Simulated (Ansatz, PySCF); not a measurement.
Species: sum formula SiN$_{2}$H$_{4}$F (charge 0, doublet). It need not be the lowest isomer of its formula. 
Structure (B3LYP-D3(BJ)/def2-TZVP (Ansatz, a quantum-chemistry and plane-wave program) minimum search):
SMILES: N[Si](N)F
```xyz
8

Si    -0.0201    -0.2796    -0.2846
F     -0.5060    -1.0636     1.0465
N     -0.9953     1.0349    -0.7665
N      1.4990     0.3791     0.1737
H     -1.8260     0.9077    -1.3199
H     -0.9969     1.9069    -0.2562
H      2.1056    -0.1458     0.7856
H      2.0265     0.9203    -0.4943
```
Charge 0, spin multiplicity 2.

Total electronic energies in hartree. Correlated levels leave the core frozen unless marked. UHF or UKS for open shells. Spin-orbit coupling is left out. Non-relativistic unless marked X2C. Basis-set limits of correlation are two-point, X^-3; Hartree-Fock from the larger set. The bracket is a focal-point correction in the basis named.

```json
[
 {"level": "HF/def2-TZVPD", "program": "PySCF", "energy (Eh)": "-499.80578"},
 {"level": "HF-D3(BJ)/def2-TZVPD", "program": "PySCF + dftd3", "energy (Eh)": "-499.85258"},
 {"level": "PBE/def2-TZVPD", "program": "Ansatz", "energy (Eh)": "-501.06152"},
 {"level": "BLYP-D3(BJ)/def2-TZVPD", "program": "Ansatz + dftd3", "energy (Eh)": "-501.40609"},
 {"level": "BLYP-D4/def2-TZVPD", "program": "Ansatz + dftd4", "energy (Eh)": "-501.40647"},
 {"level": "B3LYP-D3(BJ)/def2-TZVPD", "program": "Ansatz + dftd3", "energy (Eh)": "-501.47146"},
 {"level": "B3LYP/def2-TZVPD", "program": "Ansatz", "energy (Eh)": "-501.46211"},
 {"level": "PBE0-D4/def2-TZVPD", "program": "Ansatz + dftd4", "energy (Eh)": "-501.09847"},
 {"level": "LC-wPBE-D3(BJ)/def2-TZVPD", "program": "Ansatz + dftd3", "energy (Eh)": "-501.23350"},
 {"level": "B2GP-PLYP-D3(BJ)/def2-TZVPD", "program": "Ansatz + dftd3", "energy (Eh)": "-501.10670"},
 {"level": "B2GP-PLYP/def2-TZVPD", "program": "Ansatz", "energy (Eh)": "-501.10300"},
 {"level": "RPA@PBE/cc-pV(T+d)Z", "program": "Ansatz", "energy (Eh)": "-500.98276"},
 {"level": "RPA@PBE/cc-pV(Q+d)Z", "program": "Ansatz", "energy (Eh)": "-501.11917"},
 {"level": "MP2/cc-pwCVTZ", "program": "Ansatz", "energy (Eh)": "-500.59647"},
 {"level": "RI-MP2/cc-pV(Q+d)Z", "program": "Ansatz", "energy (Eh)": "-500.66507"},
 {"level": "SCS-MP2/STO-3G", "program": "Ansatz", "energy (Eh)": "-493.57999"},
 {"level": "SCS-MP2/cc-pV(D+d)Z", "program": "Ansatz", "energy (Eh)": "-500.28776"},
 {"level": "CCSD/cc-pV(T+d)Z", "program": "Ansatz", "energy (Eh)": "-500.59864"},
 {"level": "CCSD(T)/6-31G", "program": "Ansatz", "energy (Eh)": "-499.95151"},
 {"level": "X2C-CCSD(T)/cc-pVTZ-DK", "program": "Ansatz", "energy (Eh)": "-501.36604"},
 {"level": "CCSD(T) with core electrons (1s frozen past Ne)/cc-pwCVTZ", "program": "Ansatz", "energy (Eh)": "-501.05914"},
 {"level": "RI-MP2/CBS(cc-pV(T+d)Z,cc-pV(Q+d)Z)+[CCSD(T)-MP2]/cc-pV(D+d)Z", "program": "Ansatz", "energy (Eh)": "-500.7532"},
 {"level": "RI-MP2/CBS(cc-pV(T+d)Z,cc-pV(Q+d)Z)+[CCSD(T)-MP2]/cc-pV(T+d)Z", "program": "Ansatz", "energy (Eh)": "-500.7589"}
]
```

Totals of different functionals don't rank their quality; only differences between species are comparable.
